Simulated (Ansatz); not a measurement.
C$_{3}$H$_{9}$ClSi, SMILES `[SiH3]CCCCl` at its PBE0-D4/def2-TZVP geometry, where that method's forces vanish. The species carries charge 0 and has multiplicity 1.

| atom | x (Å) | y (Å) | z (Å) |
| --- | --- | --- | --- |
| Si1 | -2.018 | 0.827 | -0.053 |
| C2 | -0.169 | 0.625 | -0.296 |
| C3 | 0.398 | -0.630 | 0.354 |
| C4 | 1.888 | -0.806 | 0.163 |
| Cl5 | 2.323 | -1.039 | -1.556 |
| H6 | -2.346 | 0.899 | 1.398 |
| H7 | -2.501 | 2.072 | -0.710 |
| H8 | -2.745 | -0.334 | -0.634 |
| H9 | 0.038 | 0.612 | -1.371 |
| H10 | 0.332 | 1.515 | 0.102 |
| H11 | -0.114 | -1.521 | -0.025 |
| H12 | 0.217 | -0.607 | 1.436 |
| H13 | 2.440 | 0.071 | 0.502 |
| H14 | 2.257 | -1.684 | 0.692 |

(1) For each bond, give half the difference of the two atoms' forces along it (eV/Å; positive pushes the atoms apart) under PBE-D4, r2SCAN-D4, B3LYP-D4, ωB97M-V in def2-TZVPP. (Estimate.)

Results:

(1) Computed: 
```csv
bond,length (Å),PBE-D4,r2SCAN-D4,B3LYP-D4,ωB97M-V
Si1–C2,1.876,-0.01,0.00,0.08,0.04
Si1–H6,1.490,0.07,-0.02,-0.07,-0.10
Si1–H7,1.487,0.06,-0.03,-0.09,-0.11
Si1–H8,1.489,0.07,-0.02,-0.07,-0.10
C2–C3,1.523,0.01,0.12,0.18,0.17
C2–H9,1.095,0.12,-0.03,-0.10,-0.09
C2–H10,1.096,0.11,-0.02,-0.08,-0.08
C3–C4,1.513,-0.02,0.05,0.10,0.14
C3–H11,1.095,0.11,-0.05,-0.10,-0.10
C3–H12,1.097,0.11,-0.03,-0.11,-0.12
C4–Cl5,1.788,0.24,0.26,0.38,0.12
C4–H13,1.091,0.11,-0.06,-0.13,-0.12
C4–H14,1.090,0.10,-0.07,-0.15,-0.13
```

B3LYP here is the variant with VWN-RPA as its local correlation; programs differ in this.
